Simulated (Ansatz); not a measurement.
Species: BSiH₄, charge 0, doublet. BSiH4 (SMILES [BH][SiH3], doublet).
B3LYP-D3(BJ)/def2-TZVP minimum from Ansatz (a quantum-chemistry and plane-wave program):
```xyz
6

B     -0.7704    -1.2627     0.1402
H     -1.7568    -1.8131    -0.2149
Si     0.2808     0.3996    -0.0317
H     -0.0549     1.1764     1.1926
H     -0.0013     1.2532    -1.2175
H      1.7337     0.1023    -0.0182
```
Charge 0, spin multiplicity 2.

Total energies in aug-cc-pV(D+d)Z, 11 correlated electrons, 6 frozen orbitals. UHF or UKS for unpaired electrons; spin-orbit terms are left out. Correlated methods leave the cores frozen. No relativity.

```json
[
 {"method": "HF", "program": "Ansatz", "energy (Eh)": "-315.85585", "minus CCSDT(Q) (mEh)": "220.73"},
 {"method": "MP2", "program": "Ansatz", "energy (Eh)": "-316.02608", "minus CCSDT(Q) (mEh)": "50.51"},
 {"method": "CCSD", "program": "Ansatz", "energy (Eh)": "-316.06979", "minus CCSDT(Q) (mEh)": "6.80"},
 {"method": "CCSD(T)", "program": "Ansatz", "energy (Eh)": "-316.07515", "minus CCSDT(Q) (mEh)": "1.44"},
 {"method": "CCSDT(Q)", "program": "Ansatz", "energy (Eh)": "-316.07658", "minus CCSDT(Q) (mEh)": "0.00"}
]
```

Rough core times of Ansatz's runs on a shared machine: CCSD(T) 30 s, CCSDT(Q) 30 min.
